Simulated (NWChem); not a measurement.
GaF, singlet; SMILES [F][Ga]

Program: NWChem. Low-valent species are run as closed-shell singlets; no triplet was tried in these runs. The geometry was optimised at B3LYP/6-31G* (spherical d). Level PBE0/def2-SVPD: energy and gradient; each run changes one setting, and changes count from the defaults (medium grid, exact Coulomb integrals, symmetry on).

| setting | size of the energy change (μHa) | largest change of a gradient component (μHa/bohr) |
|---|---|---|
| defaults | < 10 | < 30 |
| Becke weights | < 10 | 60 |
| symmetry off | < 10 | other frame |
| coarse grid | < 10 | 500 |
